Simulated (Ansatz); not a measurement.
Geometry optimisation, Ansatz 0.2.0, RKS PBE0/6-31G*.

input.yaml

```yaml
crystal:
  periodic: [false, false, false]
  atoms:
    - { symbol: Al, position_ang: [-0.9646, -0.2195, -1.3442] }
    - { symbol: "N", position_ang: [0.3346, -1.1181, 0.2416] }
    - { symbol: Cl, position_ang: [0.1396, -0.097, -3.0345] }
    - { symbol: Cl, position_ang: [-2.8864, -0.7142, -0.9771] }
    - { symbol: H, position_ang: [-0.0273, 1.5011, 0.6898] }
    - { symbol: F, position_ang: [-0.6474, 1.6092, -0.3371] }
    - { symbol: H, position_ang: [0.5972, -0.0871, 1.0572] }
    - { symbol: O, position_ang: [0.7346, 1.0589, 1.6051] }
    - { symbol: H, position_ang: [-0.1135, -1.8256, 0.8082] }
    - { symbol: H, position_ang: [1.2262, -1.4801, -0.069] }
    - { symbol: H, position_ang: [1.607, 1.3722, 1.3599] }
basis:
  gaussian: { orbitals: "6-31G*" }
hamiltonian:
  xc: pbe0
relax:
  f_tol: 0.15
  max_steps: 25
  restrain:
    - { distance: [0, 5], at: 1.78, k: 30.0 }
    - { distance: [4, 7], at: 0.97, k: 30.0 }
    - { distance: [6, 1], at: 1.02, k: 30.0 }
    - { distance: [0, 1], at: 3.22, k: 30.0 }
    - { distance: [4, 5], at: 2.18, k: 30.0 }
    - { distance: [6, 7], at: 2.27, k: 30.0 }
output:
  orbitals: {}
```

Run as:

```bash
$ ansatz run input.yaml --threads 2 --pin off --max-ram 3072MiB --backend cpu --events-out ev --progress --plain --runs-dir out
```

Where does it end, and by what steps?

It converged. The restraints hold the end off the free minimum. After 9 steps the energy has fallen by 0.786 eV (the restraints' own energy left out); H7 moved furthest, 0.69 Å. Parted: Al1–N2. Joined: N2–H7, H5–O8.

```
step  energy less start (eV)  largest force component (eV/Å)  accepted
   0                  0.0000                           4.200       yes
   1                 -0.4173                           4.087       yes
   2                 -0.4669                           3.907       yes
   3                 -0.3865                           1.984       yes
   4                 -0.6170                           1.824       yes
   5                 -0.6886                           1.715       yes
   6                 -0.7199                           1.690       yes
   7                 -0.7263                           1.749       yes
   8                 -0.7795                           1.541       yes
   9                 -0.7864                           1.450       yes
```

```xyz
11
Properties=species:S:1:pos:R:3
Al -1.256 0.250 -1.573
N 0.482 -1.451 0.489
Cl 0.038 -0.040 -3.180
Cl -3.064 -0.766 -1.421
H 0.190 1.715 1.118
F -1.061 1.700 -0.661
H 0.799 -0.740 1.147
O 0.926 1.454 1.691
H -0.035 -2.159 0.997
H 1.299 -1.888 0.076
H 1.682 1.923 1.319
```

Whether the end is a true minimum wasn't checked by a vibrational analysis.

Run time: 80 s on 2 threads of Arm Neoverse N1, with other jobs on the host, peak memory 0.29 GiB.
